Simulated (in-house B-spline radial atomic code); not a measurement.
Orbital energies and mean radii along the 7-electron series, configuration [He] 2s2 2p3. The effective charge is n√(-2ε), a non-relativistic measure. Computed with an all-electron radial atomic-structure program (B-spline basis): Dirac-Hartree-Fock, average of the configuration, finite nuclei.

| ion | Z | energy of 2p1/2 (Eh) | mean radius of 2p1/2 (bohr) | energy of 1s1/2 (Eh) | mean radius of 1s1/2 (bohr) | energy of 2s1/2 (Eh) | mean radius of 2s1/2 (bohr) | energy of 2p3/2 (Eh) | mean radius of 2p3/2 (bohr) | effective charge of 2p1/2 |
| --- | --- | --- | --- | --- | --- | --- | --- | --- | --- | --- |
| Tb58+ | 65 | -492.21 | 0.072959 | -2127.74 | 0.021437 | -501.7 | 0.08792 | -462.5 | 0.079279 | 62.751 |
| Dy59+ | 66 | -509.92 | 0.071538 | -2200.01 | 0.02105 | -519.63 | 0.086279 | -478.1 | 0.077966 | 63.87 |
| Ho60+ | 67 | -528.01 | 0.070157 | -2273.76 | 0.020673 | -537.95 | 0.084684 | -493.96 | 0.076693 | 64.993 |
| Er61+ | 68 | ? | ? | ? | ? | ? | ? | ? | ? | ? |
| Tm62+ | 69 | -565.37 | 0.067507 | -2425.72 | 0.019949 | -575.79 | 0.081622 | -526.51 | 0.074261 | 67.253 |
| Yb63+ | 70 | -584.66 | 0.066235 | -2503.96 | 0.019601 | -595.32 | 0.080152 | -543.18 | 0.073098 | 68.391 |
| Lu64+ | 71 | -604.36 | 0.064995 | -2583.75 | 0.019262 | -615.26 | 0.078721 | -560.13 | 0.071969 | 69.533 |
| Hf65+ | 72 | ? | ? | ? | ? | ? | ? | ? | ? | ? |
| Ta66+ | 73 | -645.03 | 0.062607 | -2748.07 | 0.018608 | -656.44 | 0.075965 | -594.83 | 0.069805 | 71.835 |
| W67+ | 74 | ? | ? | ? | ? | ? | ? | ? | ? | ? |
| Re68+ | 75 | -687.44 | 0.060333 | -2918.84 | 0.017984 | -699.38 | 0.073342 | -630.63 | 0.067758 | 74.159 |
| Os69+ | 76 | -709.32 | 0.059236 | -3006.69 | 0.017683 | -721.53 | 0.072078 | -648.94 | 0.066776 | 75.33 |
| Ir70+ | 77 | -731.66 | 0.058164 | -3096.26 | 0.017389 | -744.15 | 0.070842 | -667.52 | 0.065819 | 76.506 |
| Pt71+ | 78 | -754.46 | 0.057115 | -3187.54 | 0.017101 | -767.24 | 0.069635 | -686.38 | 0.064888 | 77.69 |
| Au72+ | 79 | -777.75 | 0.05609 | -3280.58 | 0.016819 | -790.81 | 0.068455 | -705.52 | 0.06398 | 78.88 |
| Hg73+ | 80 | -801.53 | 0.055086 | -3375.39 | 0.016543 | -814.88 | 0.0673 | -724.94 | 0.063095 | 80.076 |
| Tl74+ | 81 | -825.8 | 0.054104 | -3472.02 | 0.016273 | -839.45 | 0.06617 | -744.63 | 0.062232 | 81.28 |
| Pb75+ | 82 | -850.59 | 0.053141 | -3570.49 | 0.016009 | -864.54 | 0.065064 | -764.6 | 0.06139 | 82.491 |

(1) Fill in the row of Er61+.

(2) Fill in the row of Hf65+.

(3) Fill in the row of W67+.

(4) How does the screening of 2p1/2 change?

Results:

(1) energy of 2p1/2 (Eh): -546.49; mean radius of 2p1/2 (bohr): 0.068814; energy of 1s1/2 (Eh): -2348.99; mean radius of 1s1/2 (bohr): 0.020307; energy of 2s1/2 (Eh): -556.67; mean radius of 2s1/2 (bohr): 0.083132; energy of 2p3/2 (Eh): -510.1; mean radius of 2p3/2 (bohr): 0.075458; effective charge of 2p1/2: 66.12.

(2) energy of 2p1/2 (Eh): -624.48; mean radius of 2p1/2 (bohr): 0.063786; energy of 1s1/2 (Eh): -2665.11; mean radius of 1s1/2 (bohr): 0.018931; energy of 2s1/2 (Eh): -635.64; mean radius of 2s1/2 (bohr): 0.077325; energy of 2p3/2 (Eh): -577.34; mean radius of 2p3/2 (bohr): 0.070871; effective charge of 2p1/2: 70.681.

(3) energy of 2p1/2 (Eh): -666.01; mean radius of 2p1/2 (bohr): 0.061456; energy of 1s1/2 (Eh): -2832.63; mean radius of 1s1/2 (bohr): 0.018292; energy of 2s1/2 (Eh): -677.69; mean radius of 2s1/2 (bohr): 0.074638; energy of 2p3/2 (Eh): -612.59; mean radius of 2p3/2 (bohr): 0.068767; effective charge of 2p1/2: 72.994.

(4) Z less the effective charge goes from 2.25 at Z = 65 to -0.49 at Z = 82.
